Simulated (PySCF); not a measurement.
Stationary points of MoOCl₄

Computed with B3LYP in PySCF with Mo def2-SVP with ECP28, O def2-SVP, Cl def2-SVP; scalar-relativistic core potentials, no spin–orbit coupling; density-fitted integrals.

Relaxations began from a few typed shapes. The search is not exhaustive: other isomers or separated fragments can lie lower, and high-lying points may rest on an excited occupation.

```json
{"spin": "singlet", "group": "C4v", "bonds": "Mo–Cl 2.312 Å (×4), Mo–O 1.648 Å", "angles": "Cl–Mo–Cl 86.7° (×4), Cl–Mo–Cl 152.4° (×2), Cl–Mo–O 103.8° (×4)", "imaginary modes (cm⁻¹)": "none", "ΔE (kJ/mol)": "0.0", "ΔE with ZPE (kJ/mol)": "0.0"}
{"spin": "singlet", "group": "C3v", "bonds": "Mo–Cl 2.271 Å (×3), Mo–Cl 2.395 Å, Mo–O 1.679 Å", "angles": "Cl–Mo–Cl 87.5° (×3), Cl–Mo–Cl 119.8° (×3), Cl–Mo–O 92.5° (×3), Cl–Mo–O 180.0°", "imaginary modes (cm⁻¹)": "none", "ΔE (kJ/mol)": "53.8", "ΔE with ZPE (kJ/mol)": "52.5"}
```

The lowest minimum found is the singlet C4v: Mo–Cl 2.312 Å (×4), Mo–O 1.648 Å; Cl–Mo–Cl 86.7° (×4), Cl–Mo–Cl 152.4° (×2), Cl–Mo–O 103.8° (×4).

Formally Mo is in oxidation state +6, d0. The polar-tensor charge on Mo, 2.45, is far below the formal one.
